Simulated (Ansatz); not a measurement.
Input file for Ansatz (a program for electronic structure): R-PBE/def2-TZVPP on NaTl, 2S+1 = 1, a spin state set in the input, which need not be the lowest, a point of a bond scan (R = 3.273 Å). Elements past Kr take the def2 small-core potentials; no spin–orbit coupling.

Ansatz 0.2 input:
```yaml
crystal:
  periodic: [false, false, false]
  atoms:
    - {symbol: Na, position_ang: [0.00000000, 0.00000000, 0.00000000]}
    - {symbol: Tl, position_ang: [0.00000000, 0.00000000, 3.27279000]}
basis:
  gaussian:
    orbitals: def2-TZVPP
    pivot_positions_ang: [[0.00000000, 0.00000000, 0.00000000], [0.00000000, 0.00000000, 3.27279000]]
hamiltonian:
  xc: {name: PBE}
output: {forces: true, orbitals: {seedname: ./end}}
```

Question: Predict the final total energy.

Answer: -334.7275 hartree.
